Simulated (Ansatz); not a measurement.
Reaction (ligand exchange at the Sn–Se bond): `C[Se][SnH3]` + HBr → `[Br][SnH3]` + `C[SeH]`

Calculated with Ansatz (gas phase, PBE0-D4/def2-TZVP geometries, no zero-point term in ΔE). CCSD(T)/CBS adds triple-zeta CCSD(T) − MP2 to the extrapolated MP2 energy (def2 sets, frozen cores). DFT in def2-TZVPP. B3LYP here is the variant with VWN-RPA as its local correlation; programs differ in this. HSE06 is defined as in plane-wave codes. def2 core potentials past Kr. For Br, Se, Sn outer-core shells are correlated without core-valence functions, which leaves a few kJ/mol of doubt a bond. Scalar relativity is left out up to krypton.

`C[Se][SnH3]`:

Z-matrix (Å, degrees):
```
C
Se 1 1.960
H 1 1.088 2 110.7
H 1 1.088 2 110.7 3 -123.0
H 1 1.089 2 106.1 3 118.5
Sn 2 2.522 1 96.9 3 61.1
H 6 1.709 2 109.1 1 -58.1
H 6 1.702 2 107.0 1 -178.5
H 6 1.709 2 109.4 1 61.1
```

HBr:

Cartesian coordinates in Å:
```
Br 0.318 0.577 0.264
H -0.318 -0.577 -0.264
```

`[Br][SnH3]`:

```xyz
5

Br    2.110    0.766    0.370
Sn   -0.194   -0.070   -0.034
H    -0.298   -1.581    0.740
H    -0.371   -0.194   -1.720
H    -1.247    1.079    0.645
```

`C[SeH]`:

```xyz
6

C     0.508   -0.129   -0.152
Se   -1.328   -0.509    0.378
H     0.529    0.440   -1.079
H     0.980   -1.098   -0.313
H     1.034    0.399    0.640
H    -1.722    0.897    0.526
```

```tsv
level	ΔE (kJ/mol)	difference from CCSD(T)/CBS
LDA (SPW92)	-25.2	3.6
PBE-D4	-26.8	2.0
revPBE-D4	-25.7	3.1
BLYP-D4	-27.9	0.9
r2SCAN-D4	-32.1	-3.3
B97M-V	-36.9	-8.1
PBE0-D4	-29.9	-1.1
B3LYP-D4	-30.8	-2.0
r2SCANh-D4	-32.6	-3.8
r2SCAN0-D4	-33.2	-4.4
HSE06-D4	-29.9	-1.1
BHLYP-D4	-34.7	-5.9
CAM-B3LYP-D4	-34.0	-5.2
ωB97X-V	-35.1	-6.3
ωB97M-V	-33.4	-4.6
B2PLYP	-33.8	-5.0
revPBE	-32.4	-3.6
BLYP	-34.9	-6.1
r2SCAN	-33.1	-4.3
PBE0	-33.2	-4.4
B3LYP	-36.6	-7.8
r2SCANh	-33.7	-4.9
r2SCAN0	-34.5	-5.7
BHLYP	-40.4	-11.6
CAM-B3LYP	-37.6	-8.8
LC-ωPBE	-35.7	-6.9
RPA@PBE/def2-TZVPP	-29.1	-0.3
HF/def2-SVP	-46.2	-17.4
MP2/def2-SVP	-31.1	-2.3
CCSD/def2-SVP	-33.1	-4.3
HF/def2-TZVPP	-48.6	-19.8
MP2/def2-TZVPP	-26.9	1.9
SCS-MP2/def2-TZVPP	-30.9	-2.1
CCSD/def2-TZVPP	-31.8	-3.0
CCSD(T)/def2-TZVPP	-29.1	-0.3
HF/def2-QZVPP	-48.9	-20.1
MP2/def2-QZVPP	-26.9	1.9
HF/CBS(def2)	-48.9	-20.1
MP2/CBS(def2)	-26.7	2.1
CCSD/CBS(def2)	-31.5	-2.7
CCSD(T)/CBS	-28.8	0
```

Largest T1 diagnostic among the species: 0.011.

From BLYP to BHLYP (50 % exact exchange), in def2-TZVPP and without D4, ΔE moves by −5.5 kJ/mol. Leaving LDA and LC-ωPBE aside and taking each functional with its dispersion term where it has one, the values spread over 11.1 kJ/mol, from B97M-V to revPBE-D4. LDA lies +5.2 kJ/mol from PBE without D4. The D4 term adds +5.8 kJ/mol with B3LYP and +3.3 kJ/mol with PBE0; it sums over pairs of atoms, weighted by their polarisabilities, and B3LYP, whose exchange is more repulsive, gets the larger term.
